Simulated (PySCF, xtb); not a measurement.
F5Si2, SMILES F[Si](F)(F)[Si](F)F, multiplicity 2. Other conformers were not sampled.

Harmonic wavenumbers (cm⁻¹) from xtb with GFN2-xTB at its own minimum, in rising order: 30, 98, 106, 155, 173, 223, 230, 267, 282, 508, 804, 828, 878, 907, 920.

What does B3LYP-D3(BJ)/def2-SVP (PySCF) give at its own minimum? (An estimate is asked for; the answer gives what the named calculation found.)

27, 83, 97, 187, 189, 282, 299, 315, 335, 475, 822, 876, 930, 976, 977. Paired by order, the mean absolute difference is 39 cm⁻¹ and the zero-point energies are 9.2 and 9.8 kcal/mol.
